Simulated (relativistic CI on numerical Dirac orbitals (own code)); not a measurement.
## From line strength to rate: B 2497.72 Å (air)

Problem. For 2s²2p ²P°3/2 – 2s²3s ²S1/2 of B a semi-empirical relativistic CI calculation gives the line strength S = 2.228 e²a₀² in the length gauge. The measured levels are 15.29 and 40039.69 cm⁻¹ (NIST Handbook). Find gf, f, A and the partial lifetime.

Working.
1. σ = 40039.69 − 15.29 = 40024.40 cm⁻¹, so the vacuum wavelength is 10⁸/σ = 2498.48 Å.
2. gf = 303.756 S/λ(Å) = 0.2709, log gf = -0.567; with g = 4 for the lower level, f = 0.0677.
3. A = 2.02613 × 10¹⁸ S/(g_u λ³) with g_u = 2: A = 1.45 × 10^8 s⁻¹.
4. The partial lifetime for this S is 1/A = 6.91 ns; in the calculation this line carries 67 % of the decay of the upper level.

Check. The Handbook lists A = 1.67 × 10^8 s⁻¹, a tabulated value with its own uncertainty (a few per cent for the best lines, 25 % or more for others); ours lies 13 % below it. The velocity form of the same calculation gives S = 1.73, and the gap between the two forms is a rough gauge of the error in S. With the computed energy (39842 cm⁻¹) in place of the measured one the rate would change by the factor (σ_calc/σ)³ = 0.99.
